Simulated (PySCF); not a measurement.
SMILES CCCc1cccs1, GFN2-xTB optimised geometry.

```
18

C     -2.29    -2.49     1.51
C     -1.34    -1.30     1.46
C     -0.78    -1.09     0.05
C      0.16     0.07     0.00
C      1.51     0.07     0.00
C      2.07     1.37     0.00
C      1.13     2.34     0.00
S     -0.46     1.69     0.01
H     -1.78    -3.40     1.21
H     -2.67    -2.62     2.52
H     -3.13    -2.33     0.84
H     -0.51    -1.46     2.15
H     -1.86    -0.40     1.77
H     -0.24    -1.99    -0.27
H     -1.61    -0.93    -0.65
H      2.10    -0.83    -0.01
H      3.13     1.56     0.00
H      1.26     3.40     0.01
```

Density from PySCF 2.14.0 with PBE/def2-SVP at that geometry.

Minimum of the electron density along straight lines between bonded atoms, close to the bond critical point (lines longer than 1.1 times the sum of covalent radii, or with two minima, are not listed):

```csv
bond,length / Å,ρ at the minimum / e bohr⁻³,∇²ρ there / e bohr⁻⁵,position (fraction from the first atom)
C1–C2,1.523,0.242,-0.53,0.50
C2–C3,1.534,0.237,-0.51,0.50
C3–C4,1.489,0.256,-0.57,0.49
C4–C5,1.359,0.320,-0.78,0.51
C5–C6,1.415,0.291,(withheld),0.50
C6–C7,1.355,0.322,-0.79,0.49
C4–S8,1.736,0.208,(withheld),0.46
C7–S8,1.721,0.213,(withheld),0.47
C1–H9,1.088,0.274,-0.98,0.63
C1–H10,1.087,0.274,-0.99,0.63
C1–H11,1.088,0.274,-0.98,0.63
C2–H12,1.092,0.274,-0.99,0.63
C2–H13,1.092,0.274,-0.98,0.63
C3–H14,1.092,0.273,-0.98,0.63
C3–H15,1.093,0.273,-0.98,0.63
C5–H16,1.076,0.280,-1.05,0.63
C6–H17,1.075,0.281,-1.06,0.63
C7–H18,1.072,0.283,-1.08,0.64
```

Question: Some entries are withheld; supply them.

Answer: 
- C5–C6, ∇²ρ there / e bohr⁻⁵: -0.69
- C4–S8, ∇²ρ there / e bohr⁻⁵: -0.41
- C7–S8, ∇²ρ there / e bohr⁻⁵: -0.44
